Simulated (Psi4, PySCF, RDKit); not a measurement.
Relaxed torsion scan: C2H4OS, SMILES O/C=C\S. Scanned: dihedral C2–C3–S4–H8; all other coordinates were relaxed at B3LYP-D3(BJ)/def2-SVP. Points at φ and −φ are mirror images. Heavy atoms are numbered in the order of the SMILES O/C=C\S, hydrogens after them in the order of the atoms that carry them; the mirror image has the same energies with the sign of each dihedral reversed.

- RKS-LDA (SVWN5)/6-31G* = restricted LDA (SVWN5)/6-31G*, spherical d // B3LYP-D3(BJ)/def2-SVP (PySCF 2.14.0)
- RKS-M06-2X/6-31G* = restricted M06-2X/6-31G*, spherical d // B3LYP-D3(BJ)/def2-SVP (PySCF)
- MMFF94 // B3LYP-D3(BJ)/def2-SVP (RDKit)
- MP2/cc-pVTZ = DF-MP2 (frozen core)/cc-pVTZ // B3LYP-D3(BJ)/def2-SVP (Psi4 1.11)

Energies relative to the lowest point of each profile, in kcal/mol; the last columns give the difference from MP2:

```csv
φ / °,RKS-LDA (SVWN5)/6-31G*,RKS-M06-2X/6-31G*,MMFF94,MP2/cc-pVTZ,RKS-LDA (SVWN5)/6-31G* − MP2/cc-pVTZ,RKS-M06-2X/6-31G* − MP2/cc-pVTZ,MMFF94 − MP2/cc-pVTZ
-150,3.0,2.3,1.5,2.2,0.9,0.2,-0.7
-120,0.4,0.2,2.7,0.3,0.1,-0.1,2.5
-90,0.0,0.0,3.2,0.0,0.0,0.0,3.2
-60,1.8,1.5,2.7,1.1,0.6,0.4,1.6
-30,4.4,3.8,2.8,3.0,1.4,0.8,-0.2
0,6.8,6.0,4.5,5.0,1.8,1.0,-0.5
30,4.4,3.8,2.8,3.0,1.4,0.8,-0.2
60,1.8,1.5,2.7,1.1,0.6,0.4,1.6
90,0.0,0.0,3.2,0.0,0.0,0.0,3.2
120,0.4,0.2,2.7,0.3,0.1,-0.1,2.5
150,3.0,2.3,1.5,2.2,0.9,0.2,-0.7
180,5.5,4.4,0.0,3.9,1.6,0.5,-3.9
```

RKS-LDA (SVWN5)/6-31G* is furthest from MP2/cc-pVTZ at 0 (1.8 kcal/mol, above); its mean absolute difference over the points is 0.8 kcal/mol.

RKS-M06-2X/6-31G* is furthest from MP2/cc-pVTZ at 0 (1.0 kcal/mol, above); its mean absolute difference over the points is 0.4 kcal/mol.

MMFF94 is furthest from MP2/cc-pVTZ at 180 (-3.9 kcal/mol, below); its mean absolute difference over the points is 1.7 kcal/mol.
